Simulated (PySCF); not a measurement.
Gas-phase reaction: 3 Ga(CH3)3 + C3H6 (cyclic) ⇌ 3 GaH + 3 C4H10 (isobutane)

Method: PySCF energies plus ideal-gas RRHO corrections (1 bar). † marks an energy on the PBE0/def2-TZVP geometry and frequencies; other levels use their own. CCSD(T) freezes the core. 6-31G* has spherical d functions here. All species are closed-shell singlets. B3LYP is the form with VWN-RPA correlation. Ga: all electrons, no relativistic terms. Methyl groups turn as free rotors in Ga(CH3)3. GaH: computed as isolated molecules; such fragments, hydroxides, amides, oligomers or adducts are transient or little studied in the gas. CCSD(T) isn't extrapolated to the basis-set limit. The harmonic model lacks anharmonicity and excited electronic states, which grow with temperature; levels with a mode under 35 cm⁻¹ are left out. Internal rotation in C4H10 (isobutane) is treated as a harmonic vibration of one conformer, which makes the entropy rough.

```csv
level,"ΔE electronic, kJ","ΔH°(298 K), kJ","ΔS°(298 K), J/K","ΔG°(1600 K), kJ"
B3LYP/6-31G*,98,112,172,-152
BLYP/def2-TZVP†,158,174,172,-87
CCSD(T)/def2-SVP†,131,147,172,-114
HF/6-31G*,82,101,173,-163
PBE0/def2-TZVP,238,254,172,-8
r2SCAN/def2-TZVP†,284,300,172,38
ωB97M-V/def2-TZVP†,215,231,172,-30
```
ΔH° is lowest at HF/6-31G* and highest at r2SCAN/def2-TZVP†. No reference value is set beside these.
